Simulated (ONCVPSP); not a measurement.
# What one change does to a pseudopotential (carbon, ONCV)

- Element: carbon
- Generator: ONCVPSP 4.0.1
- Type: optimised norm-conserving Vanderbilt (ONCV)
- Functional: PBE
- Relativity: scalar-relativistic
- Frozen core: [He]
- Valence charge: 4
- Reference configuration: 2s1.5 2p2.5
- Partial waves: 2s: rc 1.05 bohr, ncon 4, nbas 7, qcut 6.8 1/bohr, 2 projectors, debl 3.3 Ha; 2p: rc 2.50 bohr, ncon 4, nbas 7, qcut 5.1 1/bohr, 2 projectors, debl 1.2 Ha; d scattering state at 0.09 Ha: rc 2.05 bohr, ncon 4, nbas 9, qcut 5.3 1/bohr, 2 projectors, debl 0.9 Ha
- Local potential: polynomial inside 0.90 bohr (lpopt 5, dvloc0 0 Ha)
- Core correction: Teter function, fcfact 5.75, rcfact 1.65

All-electron outer shells of the reference configuration (PBE, scalar-relativistic, ld1.x):

| shell | level (eV) | outermost node (bohr) | outermost maximum (bohr) |
| --- | --- | --- | --- |
| 1s | -273.88 | – | 0.17 |
| 2s | -13.98 | 0.38 | 1.22 |
| 2p | -5.51 | – | 1.20 |

Change: p: debl 4.8.

Cutoffs: the cutoffs (Ha) at which the residual kinetic energy of the hardest occupied pseudo-wave falls to 1 and 0.1 mHa per electron; they do not see the model core or the augmentation charge, which bear on the density cutoff. Errors are all-electron minus pseudo energies relative to the spin-unpolarised reference configuration.

Q: Predict the effect on cutoff, ghosts and configuration errors.

A: The potential gets neither clearly harder nor softer (20 Ha and 39 Ha → 20 Ha and 39 Ha); the errors of the 4 common tests hardly move; the range in which the p phases agree narrows (upper end 3.7 → 0.5); neither file shows a bound ghost.

| quantity | base | changed |
| --- | --- | --- |
| cutoff, loose | 20 Ha | 20 Ha |
| cutoff, tight | 39 Ha | 39 Ha |
| bound ghosts | none | none |
| GHOST(+) flags under 300 eV | none | none |
| error for 2s2 2p2, meV [ΔE -4.24 eV] | -4.7 | -4.8 |
| error for 2s2 2p1, meV [ΔE 6.63 eV] | +143 | +134 |
| error for 2s2 2p0, meV [ΔE 30.78 eV] | +882 | +882 |
| error for 2s1 2p0, meV [ΔE 78.98 eV] | +1728 | +1728 |
| s: phases at 1.06 bohr within 0.05 rad from the reference energy up to (Ha; the scan ends near 5) | to the end of the scan | to the end of the scan |
| p: phases at 2.53 bohr within 0.05 rad from the reference energy up to (Ha; the scan ends near 5) | 3.7 | 0.5 |
| d: phases at 2.08 bohr within 0.05 rad from the reference energy up to (Ha; the scan ends near 5) | 3.6 | 3.6 |
| rms error of d²Exc/dni dnj with the model core, mHa | 1.60 | 1.60 |
